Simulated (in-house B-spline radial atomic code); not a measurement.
Configurations of Ge8+, with energies counted from [Ar] 3d6. All numbers are computed (non-relativistic LDA exchange-only, spin-polarised, spherical fractional occupations; point nucleus) with an all-electron radial atomic-structure program (B-spline basis), not measured. Shells without spins written out take the highest spin.

Occupations are held fixed; configurations that lie above the ionisation limit could autoionise.

| configuration | E - E(ref) (eV) | highest orbital | its <r> (bohr) |
| --- | --- | --- | --- |
| [Ar] 3d(4 up, 2 down) | 5.6661 | 3d down | 0.6095 |
| [Ar] 3d5 4s1 | 71.689 | 4s up | 1.392 |
| [Ne] 3s2 3p(2 up, 3 down) 3d(2 up, 5 down) | 85.361 | 3d up | 0.613 |
| [Ar] 3d5 4d1 | 111.73 | 4d up | 1.627 |
| [Ne] 3s2 3p5 3d6 4d1 | 196.94 | 4d up | 1.628 |
| [Ne] 3s2 3p5 3d6 4f1 | 219.47 | 4f up | 1.802 |

Question: Order these further configurations by energy, lowest first.
A. [Ar] 3d(3 up, 2 down) 4f(1 up, 0 down)
B. [Ar] 3d5 4f1
C. [Ne] 3s2 3p5 3d6 4p1
D. [Ar] 3d5 4p1
E. [Ne] 3s2 3p5 3d6 4s1

Answer: D (87.032 eV), B (134.38 eV), A (147.09 eV), E (156.81 eV), C (172.15 eV).

Question: How far above the reference does [Ne] 3s2 3p(3 up, 2 down) 3d(4 up, 2 down) 4f(1 up, 0 down) lie?

Answer: 227.75 eV; its least bound orbital is 4f up with <r> = 1.81 bohr.

Question: How far above the reference does [Ne] 3s2 3p(2 up, 3 down) 3d(1 up, 5 down) 4d(1 up, 0 down) lie?

Answer: 198.76 eV; its least bound orbital is 4d up with <r> = 1.661 bohr.
